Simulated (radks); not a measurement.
Results of a calculation; reference values are marked as such.
Q: Coulomb parameter of the 4d shell of the niobium ion Nb3+ in the model configuration [Kr] 4d0.5 5p1.5, as a second difference U = [E(n + 0.5) + E(n - 0.5) - 2 E(n)] / (0.5)^2 with all orbitals relaxed. "Bare": the charge of the atom changes with n. "Screened": the 5p shell takes up the change at fixed total charge, which measures U(4d,4d) + U(5p,5p) - 2 U(4d,5p). Code: a radial shooting solver on a logarithmic mesh with Libxc functionals. Model: scalar-relativistic Kohn-Sham, PBE, spin-unpolarised, spherical densities, finite nucleus; Fermi nuclear charge, rms radius 4.324 fm. Estimate both.

A: U(bare) = 12.632 eV, U(screened by 5p) = 2.132 eV, against the Slater integral F0(4d,4d) = 15.212 eV with frozen orbitals.
